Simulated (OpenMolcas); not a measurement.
An OpenMolcas run meant for Gd V (ANO-R1, X2C; inactive shells 1s 2s 2p 3s 3p 3d 4s 4p 4d 5s 5p; intended active space 6 electrons in 7 orbitals (4f)). One step of its input:

```
&CASPT2
Multistate=7 1 2 3 4 5 6 7
Frozen=14 9
IPEA=-0.1
Imaginary=0.1
MaxIter=60
WThr=0.0 0.3 0.05
PrWF=0.5
NoMix
```

The run finished. Its levels beside those of a sound run (SS-CASPT2, IPEA 0.25 Eh, imaginary shift 0.1 Eh (closed shells correlated: 5s 5p)), in cm⁻¹ above each run's lowest level:

```tsv
Level	This run	Usual run
4f⁶ ⁷F₀	0.0	0.0
4f⁶ ⁷F₁	502	494
4f⁶ ⁷F₂	1429	1408
4f⁶ ⁷F₃	2647	2614
4f⁶ ⁷F₄	3996	3957
4f⁶ ⁷F₅	5326	5293
4f⁶ ⁷F₆	6513	6498
4f⁶ ⁵D₀	23544	24261
4f⁶ ⁵D₁	24606	25331
4f⁶ ⁵D₂	26791	27530
```

Which setting is unsound, and how much does it matter here?

The IPEA shift is negative. Against the sound run the excited levels shown move by 260 cm-1 on average and by 740 cm-1 at most.

Term energies are means over components that CASPT2 splits; among the terms shown or strongly mixed into the levels shown the widest spread is 680 cm-1 (4f⁶ ⁵D, this run). High states are left out of the spin-orbit mixing, which shifts the levels that they would mix with. The basis is small and was not contracted for so high a charge. Only configurations of the active space appear.
